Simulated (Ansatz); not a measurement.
[Gd(NH3)6]3+ (GdN₆H₁₈³⁺): single points at one geometry.

```yaml
crystal:
  periodic: [false, false, false]
  atoms:
    - {symbol: Gd, position_ang: [0.001569, -0.000281, 0.001907]}
    - {symbol: N, position_ang: [-0.006698, 0.015243, 2.532808]}
    - {symbol: H, position_ang: [0.835209, 0.411891, 2.976016]}
    - {symbol: H, position_ang: [-0.086857, -0.908486, 2.983168]}
    - {symbol: H, position_ang: [-0.768934, 0.550149, 2.974606]}
    - {symbol: N, position_ang: [-0.019308, -0.011558, -2.528462]}
    - {symbol: H, position_ang: [-0.838553, -0.461363, -2.963226]}
    - {symbol: H, position_ang: [0.771521, -0.493294, -2.981080]}
    - {symbol: H, position_ang: [-0.005325, 0.916734, -2.976328]}
    - {symbol: N, position_ang: [2.532276, -0.017159, 0.005186]}
    - {symbol: H, position_ang: [2.981835, 0.909751, -0.030100]}
    - {symbol: H, position_ang: [2.978216, -0.515319, -0.779250]}
    - {symbol: H, position_ang: [2.972280, -0.452022, 0.829711]}
    - {symbol: N, position_ang: [-2.528827, 0.013113, -0.034399]}
    - {symbol: H, position_ang: [-2.959252, 0.572407, -0.785679]}
    - {symbol: H, position_ang: [-2.986925, 0.379696, 0.813018]}
    - {symbol: H, position_ang: [-2.975297, -0.908475, -0.152367]}
    - {symbol: N, position_ang: [0.020083, 2.529966, 0.015528]}
    - {symbol: H, position_ang: [0.306061, 2.964019, 0.905658]}
    - {symbol: H, position_ang: [-0.886407, 2.981679, -0.176214]}
    - {symbol: H, position_ang: [0.647207, 2.979045, -0.668233]}
    - {symbol: N, position_ang: [0.002860, -2.530312, 0.009672]}
    - {symbol: H, position_ang: [-0.208837, -2.975403, -0.895657]}
    - {symbol: H, position_ang: [-0.672785, -2.977698, 0.646733]}
    - {symbol: H, position_ang: [0.894897, -2.972311, 0.277004]}
basis:
  gaussian: {orbitals: def2-TZVP, initial_orbitals: start.molden}
total_charge: 3
magnetization: {spin_polarized: true, initial_magnetization: 7}
hamiltonian: {xc: r2scan, dispersion: d4}
scf: {omitted_lower_state_checks: [starts]}
output: {forces: true, orbitals: {seedname: orbitals}}
```

The file start.molden holds the orbitals of an earlier run on this structure, at another level or in another basis.

```sh
$ ansatz run in.yaml --threads 4 --pin off --events-out ev --progress --plain --max-ram 6963MiB
```

It prints (some lines left out):

```
Functional definition: r2SCAN
basis functions trapped inside cores are left out: 1
2518 factors; their error is unknown
mean field evaluation 1: about -30042.4986 eV, gradient 9.3e0 eV
mean field evaluation 2: about -30042.6249 eV, gradient 1.6e-1 eV
mean field evaluation 4: about -30042.5513 eV, gradient 2.0e-3 eV
mean field -30042.55128892 eV, -1104.0433962953 hartree, gradient 2.0e-5 eV, S^2 15.762915; 0 other end points of the search recorded, 0 dependent functions left out
reference -30042.55130954 eV, -1104.0433970529 hartree; 50, 43 occupied and 336, 343 virtual orbitals, 2518 factors
Total energy: -30042.67738809 eV, -1104.0480303541 hartree
Atom 0 at     0.001569    -0.000281     0.001907 Å, force    -0.001040    -0.000318    -0.000814 eV/Å
Atom 1 at    -0.006698     0.015243     2.532808 Å, force     0.000297     0.003024     0.414072 eV/Å
Atom 2 at     0.835209     0.411891     2.976016 Å, force    -0.185076    -0.086726    -0.139818 eV/Å
Atom 3 at    -0.086857    -0.908486     2.983168 Å, force     0.017075     0.202211    -0.142740 eV/Å
Atom 4 at    -0.768934     0.550149     2.974606 Å, force     0.165586    -0.116220    -0.138860 eV/Å
Atom 5 at    -0.019308    -0.011558    -2.528462 Å, force    -0.005343    -0.001462    -0.415029 eV/Å
Atom 6 at    -0.838553    -0.461363    -2.963226 Å, force     0.179913     0.098799     0.139272 eV/Å
Atom 7 at     0.771521    -0.493294    -2.981080 Å, force    -0.170930     0.105334     0.142389 eV/Å
Atom 8 at    -0.005325     0.916734    -2.976328 Å, force    -0.003823    -0.202780     0.141025 eV/Å
Atom 9 at     2.532276    -0.017159     0.005186 Å, force     0.415000    -0.001525     0.000243 eV/Å
Atom 10 at     2.981835     0.909751    -0.030100 Å, force    -0.141878    -0.202889     0.007358 eV/Å
Atom 11 at     2.978216    -0.515319    -0.779250 Å, force    -0.141508     0.108203     0.170428 eV/Å
Atom 12 at     2.972280    -0.452022     0.829711 Å, force    -0.139393     0.093706    -0.181480 eV/Å
Atom 13 at    -2.528827     0.013113    -0.034399 Å, force    -0.414271     0.001542    -0.007803 eV/Å
Atom 14 at    -2.959252     0.572407    -0.785679 Å, force     0.137203    -0.123415     0.164680 eV/Å
Atom 15 at    -2.986925     0.379696     0.813018 Å, force     0.143345    -0.080575    -0.183567 eV/Å
Atom 16 at    -2.975297    -0.908475    -0.152367 Å, force     0.141494     0.202292     0.025013 eV/Å
Atom 17 at     0.020083     2.529966     0.015528 Å, force     0.004515     0.415235     0.007560 eV/Å
Atom 18 at     0.306061     2.964019     0.905658 Å, force    -0.062317    -0.137513    -0.194359 eV/Å
Atom 19 at    -0.886407     2.981679    -0.176214 Å, force     0.197381    -0.143146     0.041985 eV/Å
Atom 20 at     0.647207     2.979045    -0.668233 Å, force    -0.138285    -0.141426     0.148513 eV/Å
Atom 21 at     0.002860    -2.530312     0.009672 Å, force     0.002558    -0.413838     0.000901 eV/Å
Atom 22 at    -0.208837    -2.975403    -0.895657 Å, force     0.047432     0.140170     0.197817 eV/Å
Atom 23 at    -0.672785    -2.977698     0.646733 Å, force     0.147436     0.140649    -0.139167 eV/Å
Atom 24 at     0.894897    -2.972311     0.277004 Å, force    -0.195371     0.140668    -0.057619 eV/Å
Dipole moment:    -0.000554     0.000479    -0.000627 e Å
Checks for a lower state left out: starts
```

It took 32 s on 4 threads of Arm Neoverse V2 on a shared host, peak host memory 1.2 GiB.

The first input with `gaussian: {orbitals: def2-SVP, initial_orbitals: start.molden}`, `hamiltonian: {xc: pbe}`, `correlation: {method: rpa}` and without the key `output` (abridged; 31 s):

```
Functional definition: PBE
basis functions trapped inside cores are left out: 1
mean field -30028.21065162 eV, -1103.5163875949 hartree, gradient 1.6e-6 eV, S^2 15.757762
10 core orbitals not correlated: weight in the atoms' cores, before any rotation towards them, 1.000 or more for the frozen orbitals, at most 0.000 for the correlated occupied ones
Total energy: -30000.72315471 eV, -1102.5062407151 hartree
Checks for a lower state left out: starts
```

The first input with `gaussian: {orbitals: def2-SVP, initial_orbitals: start.molden}`, `correlation: {method: mp2}`, `output: {orbitals: {seedname: orbitals}}` and without the key `hamiltonian` (abridged; 17 s):

```
Functional definition: HF
basis functions trapped inside cores are left out: 1
mean field -29924.69947452 eV, -1099.7124219986 hartree, gradient 1.7e-6 eV, S^2 15.760619
10 core orbitals not correlated: weight in the atoms' cores, before any rotation towards them, 1.000 or more for the frozen orbitals, at most 0.000 for the correlated occupied ones
second order -52.89441703 eV of doubles, -0.00000000 eV of singles
Total energy: -29977.59389154 eV, -1101.6562559713 hartree
Checks for a lower state left out: starts
```

First input, but with `gaussian: {orbitals: def2-SVP, initial_orbitals: start.molden}`, `hamiltonian: {xc: pbe0, dispersion: d4}`, `output: {orbitals: {seedname: orbitals}}` (abridged; 22 s):

```
Functional definition: PBE0
basis functions trapped inside cores are left out: 1
mean field -30027.13957400 eV, -1103.4770262184 hartree, gradient 2.2e-5 eV, S^2 15.758136
Total energy: -30027.50979452 eV, -1103.4906315714 hartree
Checks for a lower state left out: starts
```

The first input with `hamiltonian: {xc: pbe0, dispersion: d4}`, `output: {orbitals: {seedname: orbitals}}` (abridged; 41 s):

```
Functional definition: PBE0
basis functions trapped inside cores are left out: 1
mean field -30037.88095774 eV, -1103.8717647898 hartree, gradient 1.4e-5 eV, S^2 15.758191
Total energy: -30038.25115812 eV, -1103.8853694030 hartree
Checks for a lower state left out: starts
```

Geometry: r2SCAN-D4/def2-SVP.

In the def2 sets Gd takes a core potential; there is no spin–orbit coupling. Correlated methods freeze 10 core orbitals; core or outer-core shells of Gd are correlated, in sets that lack core-valence functions.
